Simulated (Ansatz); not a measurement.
This geometry of C2H5B2N (10 atoms, charge 0, multiplicity 1) is a first-order saddle point.

Computed with RKS B3LYP-D4/6-31G* (Ansatz).

```xyz
10
Properties=species:S:1:pos:R:3
B 0.279 1.776 -0.193
C -0.142 0.309 0.221
N -0.280 -0.106 1.476
B 0.091 -1.370 0.845
C -0.377 -0.949 -0.612
H 0.900 2.448 0.570
H -0.035 2.198 -1.263
H 0.888 -2.146 1.277
H -1.444 -1.090 -0.795
H 0.204 -1.122 -1.522
```

Task: Which two structures does it join? (They come from a converged band through this point; their orientation in space is the band's.)

Result: No bond is made or broken. The dihedral H7–B1–C2–N3 goes from 112 to -68°. The two ends are copies of one structure, up to a mirror image or an exchange of like atoms.

Image 0:

```xyz
10
Properties=species:S:1:pos:R:3
B 0.425 1.708 -0.144
C -0.115 0.320 0.288
N 0.127 -0.189 1.489
B 0.212 -1.395 0.679
C -0.687 -0.841 -0.518
H 0.014 2.695 0.381
H 1.261 1.773 -0.995
H 1.045 -2.246 0.744
H -1.761 -0.919 -0.344
H -0.438 -0.957 -1.577
```

Image 8:

```xyz
10
Properties=species:S:1:pos:R:3
B 0.421 1.708 -0.145
C -0.113 0.319 0.289
N 0.126 -0.190 1.491
B 0.213 -1.396 0.682
C -0.681 -0.841 -0.519
H 1.261 1.777 -0.992
H -0.004 2.695 0.371
H 1.045 -2.247 0.751
H -1.756 -0.919 -0.348
H -0.429 -0.957 -1.577
```

Task: How far does it lie above each of them?

Result: 0.246 eV above the first and 0.246 eV above the second. This is the barrier of this one path; another mechanism may lie lower.

The run took 6.5 min on 1 thread of AMD EPYC (Zen 3), on a shared host, peak memory 0.18 GiB.
